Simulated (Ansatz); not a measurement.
NbSF3, relaxed as a singlet with RKS PBE-D4/def2-SVP in Ansatz, starting from the GFN2-xTB geometry. Force threshold 0.02 eV/Å.

In the def2 sets Nb takes a core potential; there is no spin–orbit coupling.

Start:

```xyz
5

Nb   -0.0338   -0.2426    0.0590
S     0.2626    1.8883   -0.4625
F     1.6930   -0.7639    0.2608
F    -0.8999   -0.8175   -1.4286
F    -1.0218   -0.0643    1.5713
```

Task: Estimate the energy that the relaxation releases and the steps that it takes.

Result: 0.38 eV, in 5 steps; 8 s on 2 threads of Arm Neoverse V2 on a shared host. No frequencies were taken in this run, so the end may be a saddle point.

Task: Does the start keep its bonding and symmetry?

Result: By distances, no bond broke or formed. The bond that changes most is Nb1–S2, from 2.21 to 2.15 Å (atoms count from 1). Point group C3v at the start, C3v at the end, both within 0.05 Å.

Task: Predict the relaxed structure.

Result: 
| atom | x (Å) | y (Å) | z (Å) |
| --- | --- | --- | --- |
| Nb1 | -0.0120 | -0.0865 | 0.0212 |
| S2 | 0.2762 | 1.9853 | -0.4868 |
| F3 | 1.6702 | -0.8468 | 0.2806 |
| F4 | -0.9064 | -0.8998 | -1.3978 |
| F5 | -1.0279 | -0.1522 | 1.5829 |
Bond lengths: 3 × F–Nb 1.86 Å; 1 × Nb–S 2.15 Å.
